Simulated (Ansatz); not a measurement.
All values below come from Ansatz (an electronic-structure program) with frozen-core CCSD(T)/cc-pVTZ // CAM-B3LYP-D3(BJ)/def2-TZVP. The restricted HF reference is unstable towards unrestricted orbitals.

Ansatz 0.2 input:
```yaml
crystal:
  periodic: [false, false, false]
  atoms:
    - { symbol: C, position_ang: [-2.529282, -0.176395, 0.956427] }
    - { symbol: C, position_ang: [-1.69224, -0.031215, -0.060123] }
    - { symbol: Cl, position_ang: [-2.322561, 0.170323, -1.668923] }
    - { symbol: C, position_ang: [-0.24036, -0.030433, 0.094584] }
    - { symbol: C, position_ang: [0.667215, 0.10862, -0.86725] }
    - { symbol: Si, position_ang: [2.493332, 0.093102, -0.547003] }
    - { symbol: H, position_ang: [-2.136263, -0.301522, 1.955976] }
    - { symbol: H, position_ang: [-3.600187, -0.174462, 0.823529] }
    - { symbol: H, position_ang: [0.073349, -0.160979, 1.126384] }
    - { symbol: H, position_ang: [0.307565, 0.236464, -1.883565] }
    - { symbol: H, position_ang: [3.143673, -1.005835, -1.294948] }
    - { symbol: H, position_ang: [3.109358, 1.36556, -0.984487] }
    - { symbol: H, position_ang: [2.726398, -0.093233, 0.902081] }
basis:
  gaussian: { orbitals: cc-pVTZ }
correlation:
  method: ccsd_t
```

Output:

```
Functional definition: HF
1641 factors; integrals over basis functions are off by at most 1.3e-3 eV
mean field evaluation 1: about -24595.7997 eV, gradient 3.3e1 eV
mean field evaluation 2: about -24596.2127 eV, gradient 3.3e1 eV
mean field evaluation 4: about -24599.6875 eV, gradient 3.9e0 eV
mean field evaluation 8: about -24599.7511 eV, gradient 3.2e-1 eV
mean field evaluation 16: about -24595.7983 eV, gradient 3.3e1 eV
mean field -24599.75179797 eV, -904.0242042649 hartree, gradient 6.4e-6 eV, S^2 0.000000; 0 other end points of the search recorded, 0 dependent functions left out; unrestricted orbitals would lower it
14 core orbitals not correlated
reference -24599.75179797 eV, -904.0242042649 hartree; 17, 17 occupied and 255, 255 virtual orbitals, 1641 factors
second order -26.01668338 eV of doubles, -0.00000000 eV of singles
cycle   1  -26.75865280 eV  change   -7.4e-1 eV  update   1.2e-1
cycle   2  -27.49092811 eV  change   -7.3e-1 eV  update   3.7e-2
cycle   3  -27.64141929 eV  change   -1.5e-1 eV  update   1.7e-2
cycle   4  -27.63397793 eV  change    7.4e-3 eV  update   4.8e-3
cycle   5  -27.63436305 eV  change   -3.9e-4 eV  update   2.0e-3
cycle   6  -27.63492787 eV  change   -5.6e-4 eV  update   5.1e-4
cycle   7  -27.63480177 eV  change    1.3e-4 eV  update   2.4e-4
cycle   8  -27.63480237 eV  change   -6.0e-7 eV  update   9.2e-5
cycle   9  -27.63481602 eV  change   -1.4e-5 eV  update   4.1e-5
perturbative correction -1.30449276 eV, -0.0479392248 hartree
Total energy: -24628.69110676 eV, -905.0877042470 hartree
```

Cost: around 25 core-minutes (rough).
